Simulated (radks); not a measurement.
Species: Sm. Configuration: [Xe] 4f6 6s2. All-electron calculation, Dirac Kohn-Sham, PBE, spin-unpolarised, spherical densities, finite nucleus; open shells are shared between the two j in proportion to 2j + 1; Fermi nuclear charge, rms radius 5.0819 fm. Program: a radial shooting solver on a logarithmic mesh with Libxc functionals.

Normalised radial functions P(r) = r R(r) (large component), r in bohr:

r           5s1/2    6s1/2   4f7/2
0.003253   0.0967   0.0279  0.0000
0.003817   0.1071   0.0309  0.0000
0.004444   0.1171   0.0338  0.0000
0.005215   0.1275   0.0368  0.0000
0.006071   0.1368   0.0394  0.0000
0.007068   0.1449   0.0418  0.0000
0.008294   0.1512   0.0436  0.0000
0.009656   0.1543   0.0445  0.0000
0.01124    0.1534   0.0442  0.0000
0.01319    0.1467   0.0423  0.0001
0.01536    0.1336   0.0385  0.0001
0.01802    0.1111   0.0320  0.0002
0.02098    0.0806   0.0232  0.0003
0.02442    0.0407   0.0117  0.0006
0.02866   -0.0107  -0.0031  0.0010
0.03337   -0.0665  -0.0192  0.0018
0.03916   -0.1280  -0.0369  0.0031
0.04558   -0.1828  -0.0527  0.0052
0.05307   -0.2255  -0.0650  0.0086
0.06227   -0.2466  -0.0711  0.0145
0.0725    -0.2339  -0.0673  0.0232
0.0844    -0.1821  -0.0523  0.0366
0.09904   -0.0844  -0.0241  0.0579
0.1153     0.0407   0.0121  0.0875
0.1353     0.1840   0.0534  0.1317
0.1575     0.2991   0.0864  0.1889
0.1834     0.3577   0.1029  0.2632
0.2152     0.3256   0.0930  0.3608
0.2505     0.1941   0.0543  0.4701
0.2916    -0.0169  -0.0072  0.5904
0.3422    -0.2687  -0.0797  0.7198
0.3984    -0.4603  -0.1334  0.8337
0.4676    -0.5319  -0.1503  0.9296
0.5443    -0.4321  -0.1161  0.9851
0.6337    -0.1770  -0.0366  0.9986
0.7436     0.1947   0.0740  0.9678
0.8657     0.5545   0.1733  0.9020
1.016      0.8457   0.2379  0.8058
1.183      0.9835   0.2395  0.7002
1.377      0.9742   0.1762  0.5899
1.616      0.8362   0.0500  0.4765
1.881      0.6385  -0.1033  0.3770
2.19       0.4326  -0.2606  0.2898
2.57       0.2517  -0.4023  0.2136
2.992      0.1318  -0.4954  0.1562
3.511      0.0574  -0.5404  0.1102
4.087      0.0223  -0.5308  0.0776
4.758      0.0072  -0.4736  0.0531
5.583      0.0018  -0.3771  0.0340
6.5        0.0004  -0.2740  0.0212
7.567      0.0001  -0.1798  0.0125
8.88       0.0000  -0.1022  0.0067
10.34      0.0000  -0.0522  0.0034
12.13      0.0000  -0.0219  0.0015
14.12      0.0000  -0.0081  0.0006

5s1/2: eigenvalue -43.196 eV, 4 radial nodes at r = 0.0278, 0.110, 0.288, 0.686 bohr, <r> = 1.41 bohr, 90 % of the charge inside 2.04 bohr. 6s1/2: eigenvalue -3.583 eV, 5 radial nodes at r = 0.0278, 0.110, 0.287, 0.670, 1.70 bohr, <r> = 4.32 bohr, 90 % of the charge inside 6.39 bohr. 4f7/2: eigenvalue -2.234 eV, 0 radial nodes, <r> = 1.03 bohr, 90 % of the charge inside 1.83 bohr.
